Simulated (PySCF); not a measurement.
C2H9FOSi2, SMILES CO[Si@H](F)[SiH2]C.

The structure is a stationary point at B3LYP-D3(BJ)/def2-SVP. The structure was generated by enumeration; whether it is a known compound was not checked. One conformer was computed; it need not be the lowest.

The numbers are results of B3LYP-D3(BJ)/def2-SVP (PySCF 2.14.0), not measurements.

Frequencies are harmonic and unscaled.

Computed harmonic wavenumbers and intensities:
```json
[
 {"mode": "1", "ν (cm⁻¹)": "35", "IR (km/mol)": "0.6", "moving atoms (share of kinetic energy)": "C 39 %, H 27 %, F 19 %"},
 {"mode": "2", "ν (cm⁻¹)": "69", "IR (km/mol)": "2.5", "moving atoms (share of kinetic energy)": "C 30 %, H 27 %, O 21 %, F 14 %"},
 {"mode": "3", "ν (cm⁻¹)": "79", "IR (km/mol)": "0.9", "moving atoms (share of kinetic energy)": "H 57 %, C 30 %"},
 {"mode": "4", "ν (cm⁻¹)": "90", "IR (km/mol)": "0.9", "moving atoms (share of kinetic energy)": "H 65 %, C 17 %, Si 10 %"},
 {"mode": "5", "ν (cm⁻¹)": "120", "IR (km/mol)": "3.7", "moving atoms (share of kinetic energy)": "H 34 %, F 34 %, Si 15 %, C 9 %"},
 {"mode": "6", "ν (cm⁻¹)": "173", "IR (km/mol)": "3.8", "moving atoms (share of kinetic energy)": "H 57 %, C 14 %, Si 14 %, O 11 %"},
 {"mode": "7", "ν (cm⁻¹)": "187", "IR (km/mol)": "5.8", "moving atoms (share of kinetic energy)": "H 45 %, F 16 %, O 14 %, C 14 %, Si 11 %"},
 {"mode": "8", "ν (cm⁻¹)": "287", "IR (km/mol)": "10.9", "moving atoms (share of kinetic energy)": "Si 41 %, O 23 %, H 16 %, C 13 %"},
 {"mode": "9", "ν (cm⁻¹)": "343", "IR (km/mol)": "19.3", "moving atoms (share of kinetic energy)": "O 34 %, Si 32 %, F 26 %"},
 {"mode": "10", "ν (cm⁻¹)": "437", "IR (km/mol)": "7.9", "moving atoms (share of kinetic energy)": "Si 65 %, H 25 %"},
 {"mode": "11", "ν (cm⁻¹)": "450", "IR (km/mol)": "12.3", "moving atoms (share of kinetic energy)": "H 81 %, Si 17 %"},
 {"mode": "12", "ν (cm⁻¹)": "612", "IR (km/mol)": "6.6", "moving atoms (share of kinetic energy)": "H 95 %"},
 {"mode": "13", "ν (cm⁻¹)": "674", "IR (km/mol)": "0.4", "moving atoms (share of kinetic energy)": "H 60 %, C 32 %"},
 {"mode": "14", "ν (cm⁻¹)": "710", "IR (km/mol)": "19.6", "moving atoms (share of kinetic energy)": "H 44 %, Si 30 %, C 24 %"},
 {"mode": "15", "ν (cm⁻¹)": "757", "IR (km/mol)": "37.0", "moving atoms (share of kinetic energy)": "O 33 %, Si 26 %, H 19 %, C 15 %"},
 {"mode": "16", "ν (cm⁻¹)": "809", "IR (km/mol)": "436.4", "moving atoms (share of kinetic energy)": "H 77 %, Si 19 %"},
 {"mode": "17", "ν (cm⁻¹)": "835", "IR (km/mol)": "11.1", "moving atoms (share of kinetic energy)": "H 57 %, F 31 %, Si 9 %"},
 {"mode": "18", "ν (cm⁻¹)": "884", "IR (km/mol)": "26.6", "moving atoms (share of kinetic energy)": "H 67 %, Si 14 %, C 13 %"},
 {"mode": "19", "ν (cm⁻¹)": "897", "IR (km/mol)": "96.6", "moving atoms (share of kinetic energy)": "H 72 %, Si 14 %, C 13 %"},
 {"mode": "20", "ν (cm⁻¹)": "913", "IR (km/mol)": "143.6", "moving atoms (share of kinetic energy)": "H 46 %, Si 31 %, F 17 %"},
 {"mode": "21", "ν (cm⁻¹)": "943", "IR (km/mol)": "69.8", "moving atoms (share of kinetic energy)": "H 95 %"},
 {"mode": "22", "ν (cm⁻¹)": "1143", "IR (km/mol)": "264.9", "moving atoms (share of kinetic energy)": "O 43 %, C 33 %, H 21 %"},
 {"mode": "23", "ν (cm⁻¹)": "1174", "IR (km/mol)": "2.0", "moving atoms (share of kinetic energy)": "H 76 %, C 18 %"},
 {"mode": "24", "ν (cm⁻¹)": "1208", "IR (km/mol)": "105.5", "moving atoms (share of kinetic energy)": "H 56 %, O 22 %, C 21 %"},
 {"mode": "25", "ν (cm⁻¹)": "1267", "IR (km/mol)": "8.9", "moving atoms (share of kinetic energy)": "H 80 %, C 20 %"},
 {"mode": "26", "ν (cm⁻¹)": "1434", "IR (km/mol)": "5.0", "moving atoms (share of kinetic energy)": "H 96 %"},
 {"mode": "27", "ν (cm⁻¹)": "1440", "IR (km/mol)": "2.8", "moving atoms (share of kinetic energy)": "H 96 %"},
 {"mode": "28", "ν (cm⁻¹)": "1471", "IR (km/mol)": "6.0", "moving atoms (share of kinetic energy)": "H 96 %"},
 {"mode": "29", "ν (cm⁻¹)": "1475", "IR (km/mol)": "7.8", "moving atoms (share of kinetic energy)": "H 88 %, C 10 %"},
 {"mode": "30", "ν (cm⁻¹)": "1478", "IR (km/mol)": "5.0", "moving atoms (share of kinetic energy)": "H 96 %"},
 {"mode": "31", "ν (cm⁻¹)": "2197", "IR (km/mol)": "91.9", "moving atoms (share of kinetic energy)": "H 97 %"},
 {"mode": "32", "ν (cm⁻¹)": "2205", "IR (km/mol)": "128.6", "moving atoms (share of kinetic energy)": "H 96 %"},
 {"mode": "33", "ν (cm⁻¹)": "2210", "IR (km/mol)": "161.2", "moving atoms (share of kinetic energy)": "H 97 %"},
 {"mode": "34", "ν (cm⁻¹)": "2995", "IR (km/mol)": "70.8", "moving atoms (share of kinetic energy)": "H 97 %"},
 {"mode": "35", "ν (cm⁻¹)": "3035", "IR (km/mol)": "4.1", "moving atoms (share of kinetic energy)": "H 97 %"},
 {"mode": "36", "ν (cm⁻¹)": "3071", "IR (km/mol)": "35.6", "moving atoms (share of kinetic energy)": "H 90 %, C 10 %"},
 {"mode": "37", "ν (cm⁻¹)": "3111", "IR (km/mol)": "27.0", "moving atoms (share of kinetic energy)": "H 90 %, C 10 %"},
 {"mode": "38", "ν (cm⁻¹)": "3131", "IR (km/mol)": "2.8", "moving atoms (share of kinetic energy)": "H 91 %, C 9 %"},
 {"mode": "39", "ν (cm⁻¹)": "3135", "IR (km/mol)": "2.2", "moving atoms (share of kinetic energy)": "H 91 %, C 9 %"}
]
```
